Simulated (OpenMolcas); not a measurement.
Computed levels of 4s² 4p² in ions with 32 electrons, in cm-1 above ³P₀.

| Quantity | Value |
| --- | --- |
| Program | OpenMolcas 26.06 |
| Method | CASSCF |
| Basis | ANO-R2 |
| Scalar Hamiltonian | X2C, finite nucleus |
| Spin-orbit coupling | state interaction with AMFI integrals over the reference wave functions, term energies averaged over their components |

Active space for each ion: 2 electrons in 3 orbitals (4p).

```csv
Level,Ge,Se2+,Kr4+
³P₁,471,1474,3201
³P₂,1251,3565,7024
¹D₂,9423,15477,21877
¹S₀,21977,34292,45457
```

Problem. Estimate ³P₂, ¹D₂, ¹S₀ for As+ from its neighbours Ge and Se2+.

Solution. ³P₂ is fine structure, which grows about as the fourth power of a screened charge, so the fourth roots are averaged: ((1251^0.25 + 3565^0.25) / 2)^4 = 2185. The calculation gives 2260, so the estimate is off by -3.3 %; the measured value is 2541 (NIST Handbook of Basic Atomic Spectroscopic Data).
¹D₂ is another term, which grows about linearly with the charge: (9423 + 15477) / 2 = 12450. The calculation gives 12452, so the estimate is off by 0 %; the measured value is 10096 (NIST Handbook of Basic Atomic Spectroscopic Data).
¹S₀ is another term, which grows about linearly with the charge: (21977 + 34292) / 2 = 28134. The calculation gives 28332, so the estimate is off by -0.7 %; the measured value is 22599 (NIST Handbook of Basic Atomic Spectroscopic Data).

With the s shell closed, the reference lacks s² → p² mixing. Without dynamic correlation excited terms often stand tens of per cent too high (terms of higher spin than the ground term too low), and those without a measured partner can miss by more than the paired ones (holds for Ge; As+). Computed and measured levels are paired by configuration, term and J; levels that our copy of the source lacks, or whose pairing is in doubt (as where it misses far off the trend of its configuration), stay unpaired and out of the deviations. Levels of configurations outside the active space are missing.
